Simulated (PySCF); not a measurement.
SMILES [CH3][In]([O][SiH3])[O][SiH3] (CH₉InO₂Si₂), singlet (GFN2-xTB optimised geometry):

```
15

In    -0.983    -1.089    -3.265
C     -0.677     0.715    -4.518
H     -0.493     0.381    -5.533
H      0.172     1.254    -4.111
H     -1.578     1.317    -4.457
O     -1.016    -1.082    -1.298
Si    -0.457    -0.316     0.000
H      1.016    -0.316     0.000
H     -1.007    -1.065     1.130
H     -0.920     1.082     0.000
O     -1.308    -2.910    -3.939
Si    -1.557    -4.331    -3.208
H     -0.395    -4.723    -2.390
H     -1.717    -5.212    -4.373
H     -2.774    -4.304    -2.378
```

Level of theory: PBE0/def2-TZVP, def2 effective core potentials past Kr (PySCF).

**Question.** What are the frontier orbital energies and the dipole moment?

**Answer.** HOMO-2 -8.29 eV, HOMO-1 -8.20 eV, HOMO -8.07 eV, LUMO -1.51 eV, LUMO+1 -1.08 eV; dipole moment 3.09 D.

On the same geometry PBE/def2-TZVP, def2 effective core potentials past Kr (PySCF) gives HOMO-2 -6.89 eV, HOMO-1 -6.77 eV, HOMO -6.70 eV, LUMO -2.42 eV, LUMO+1 -1.82 eV; dipole moment 3.04 D.
